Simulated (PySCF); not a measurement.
Computed shifts of a molecule CH3F3OSi, PBE/pcSseg-1 (PySCF), GIAO, gas phase, atoms alike by connectivity averaged where their shifts nearly agree, in ppm (number of nuclei): ¹³C: 53.4 (1). ²⁹Si: -55.6 (1). ¹⁹F: -173.5 (3). ¹H: 4.04 (2), -0.39 (1). References: ¹⁷O against H2O (σ = 334.3 ppm); ¹³C against TMS (σ = 182.0 ppm); ²⁹Si against TMS (σ = 335.4 ppm); ¹⁹F against CFCl3 (σ = 133.6 ppm); ¹H against TMS (σ = 31.49 ppm), references at their B3LYP-D3(BJ)/def2-TZVP geometries, non-relativistic. The structure is a stationary point at PBE0-D3(BJ)/def2-SVP. One conformer was computed; it need not be the lowest.

### Question
Which molecule gave these data?
(A) O[Si](F)(F)CF
(B) CO[Si](F)(F)F
(C) O[SiH2]C(F)(F)F
(D) OC[Si](F)(F)F

### Answer
D, OC[Si](F)(F)F
